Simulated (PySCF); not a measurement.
PySCF input file for Ga(I)2(OH) (GaHI2O), SMILES [OH][Ga]([I])[I], C-PCM-PBE0/def2-SVP. Geometry optimised at B3LYP-D3(BJ)/def2-SVP. The def2 effective core potentials stand for the cores of I; spin–orbit coupling is left out. Other conformers were not sampled.

```python
import numpy as np
from pyscf import gto, scf, dft
from pyscf.solvent import pcm

mol = gto.M(
    atom='''
    Ga    0.75578496    0.00837834   -0.00000000
    I    -0.44403201   -2.18568439    0.00000000
    I    -0.43657981    2.18607340    0.00000000
    O     2.53569687    0.06562084   -0.00000000
    H     2.95751793   -0.80531268    0.00000000
    ''',
    basis='def2-SVP',
    ecp={'I': 'def2-svp'},
    charge=0,
    spin=0,
    max_memory=1600,
    verbose=3,
)
mf = dft.RKS(mol, xc='pbe0').density_fit(auxbasis='def2-universal-jkfit')
mf.grids.level = 3
mf.conv_tol = 1e-9
mf.max_cycle = 100
mf.kernel()
res = {}
for name, eps in {'water': 78.355, 'tetrahydrofuran': 7.4257, 'acetonitrile': 35.688}.items():
    s = mf.PCM()
    s.with_solvent.method, s.with_solvent.eps, s.with_solvent.lebedev_order = 'C-PCM', eps, 29
    s.kernel(mf.make_rdm1())
    res[name] = (s.e_tot, eps, s.dip_moment(), s.mo_energy, s.converged)
    print(f'{name}: electrostatic solvation free energy {(s.e_tot - mf.e_tot) * 627.509474:.3f} kcal/mol')
```

Log of the run:

```
converged SCF energy = -2595.60992420363

WARN: PCM is an experimental feature. It is still in testing.
Features and APIs may be changed in the future.

converged SCF energy = -2595.62000800291
Dipole moment(X, Y, Z, Debye):  0.74667, -1.57324, -0.00000
water: electrostatic solvation free energy -6.328 kcal/mol

WARN: PCM is an experimental feature. It is still in testing.
Features and APIs may be changed in the future.

converged SCF energy = -2595.61862948447
Dipole moment(X, Y, Z, Debye):  0.69609, -1.51345, -0.00000
tetrahydrofuran: electrostatic solvation free energy -5.463 kcal/mol

WARN: PCM is an experimental feature. It is still in testing.
Features and APIs may be changed in the future.

converged SCF energy = -2595.61983300138
Dipole moment(X, Y, Z, Debye):  0.74008, -1.56549,  0.00000
acetonitrile: electrostatic solvation free energy -6.218 kcal/mol
```

The run converged.

Cost: very roughly 25 core-seconds.
